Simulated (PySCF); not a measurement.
# How methods differ on the ionisation energy of Cl²⁺

Cl²⁺ [Ne] 3s2 3p3 (4S) → Cl³⁺ [Ne] 3s2 3p2 (3P), as a difference of total energies. All numbers are calculated (PySCF 2.14, scalar relativity by spin-free X2C-1e, in aug-cc-pCVTZ-DK with one added diffuse shell each of s, p, d, f type (9s8p6d4f, 91 functions)). Correlated levels: valence and next inner shell: 1s2 frozen. The calculations carry no spin-orbit coupling.

| method | ionisation energy (eV) |
| --- | --- |
| UHF | 38.958 |
| MP2 (valence and next inner shell) | 39.662 |
| SCS-MP2 (valence and next inner shell) | 39.458 |
| CCSD (valence and next inner shell) | 39.579 |
| CCSD(T) (valence and next inner shell) | 39.611 |

How much does correlation contribute at CCSD(T) (valence and next inner shell)?

39.611 − (38.958) = 0.653 eV, measured against UHF.

A first-order spin-orbit estimate (lowest level to lowest level, LS coupling) adds -0.101 eV.

Errors of the correlated levels include the incompleteness of this basis and the frozen core.

For comparison: 39.8 ± 0.11 eV (semi-empirical (NIST evaluation); NIST Atomic Spectra Database, ionization energies).
